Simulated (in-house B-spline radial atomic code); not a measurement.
**TDHF excitations of C III (C2+)**

Method: TDHF. Computed with a B-spline radial code for spherical atoms: linear response of the closed shell [He] 2s2 with bare exchange (time-dependent Hartree-Fock); non-relativistic, point nucleus, no spin-orbit coupling, no double excitations, S, P, D and F terms only.

Command:
```bash
python run_td.py task.json out
```
Settings (radii: box in bohr, nucleus in fm):
```
Z                        6
electrons                4
configuration            [He] 2s2
hamiltonian              nr
method                   hf
box_radius               29.48
intervals                49
```

Run time, properties included: 0.1 s on 1 thread of Arm Neoverse N1, on a shared host.

The lowest states, in the order of their Tamm-Dancoff energies; the method's threshold (minus the highest occupied level) is 46.10 eV. Labels give the largest channel, * marks a mixed state, and oscillator strengths are full-response dipole values. Energies in eV:

| state | full response | Tamm-Dancoff | oscillator strength |
| --- | --- | --- | --- |
| 2s → 2p 3P | 2.742 | 4.710 | - |
| 2s → 2p 1P | 11.553 | 12.152 | 0.748 |
| 2s → 3s 3S | ? | ? | - |
| 2s → 3s 1S | 29.364 | 29.382 | - |
| 2s → 3p 3P | 30.55 | 30.56 | - |
| 2s → 3p 1P | 31.07 | 31.09 | 0.218 |
| 2s → 3d 3D | ? | ? | - |
| 2s → 3d 1D | 32.59 | 32.59 | - |
| 2s → 4s 3S | 36.72 | 36.72 | - |
| 2s → 4s 1S | 37.16 | 37.16 | - |
| 2s → 4p 3P | 37.69 | 37.69 | - |
| 2s → 4p 1P | 37.86 | 37.86 | 0.0789 |
| 2s → 4d 3D | 38.18 | 38.18 | - |
| 2s → 4f 3F | 38.43 | 38.43 | - |
| 2s → 4f 1F | 38.45 | 38.45 | - |
| 2s → 4d 1D | 38.46 | 38.46 | - |
| 2s → 5s 3S | 40.36 | 40.36 | - |
| 2s → 5s 1S | 40.55 | 40.56 | - |

Where does 2s → 3s 3S lie?

At 27.891 eV in full response, 27.921 eV in Tamm-Dancoff.

Where does 2s → 3d 3D lie?

At 31.87 eV in full response, 31.88 eV in Tamm-Dancoff.

How large is the singlet-triplet splitting of 2s → 2p (P terms) in Tamm-Dancoff?

7.44 eV, from the unrounded values.

What polarisabilities and dispersion coefficient does the method give?

Dipole 4.508 bohr³, quadrupole 5.224 bohr⁵, C6 7.108 hartree·bohr⁶ for two such species.
